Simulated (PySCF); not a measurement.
C3H9BO2, SMILES COB(C)CO. Atoms are numbered in the order given.

```xyz
15

C     -0.2401     2.4581     0.0000
O     -0.7670     1.1478     0.0000
B      0.0136     0.0327     0.0000
C      1.5872     0.0947     0.0000
C     -0.7978    -1.3302     0.0000
O      0.0699    -2.4530     0.0000
H      0.3792     2.6471    -0.8935
H     -1.0801     3.1683     0.0000
H      0.3792     2.6471     0.8935
H      1.9614     0.6454    -0.8822
H      1.9614     0.6454     0.8822
H      2.0282    -0.9110     0.0000
H     -1.4747    -1.3223    -0.8832
H     -1.4747    -1.3223     0.8832
H     -0.4662    -3.2548     0.0000
```
Charge 0, spin multiplicity 1.

Geometry optimised at B3LYP-D3(BJ)/def2-SVP. This is a generated structure with no PubChem entry under its InChIKey; it may be hypothetical. The values are those of a single conformer.

All values below come from HF/def2-TZVP (PySCF).

Gas-phase values at a fixed geometry.

```json
{
 "total_energy": "-293.41080 hartree",
 "point_group": "Cs",
 "highest_occupied_level": "-11.43 eV",
 "lowest_empty_level": "3.15 eV",
 "orbital_gap": "14.59 eV",
 "dipole_moment": "0.99 D",
 "quadrupole, principal values (traceless, Buckingham form, about the centre of nuclear charge)": "-9.11, -1.61, 10.72 D·Å",
 "mean_static_polarisability": "54.1 bohr³ (8.02 Å³)",
 "polarisability_principal_values": "45.6, 54.1, 62.7 bohr³"
}
```
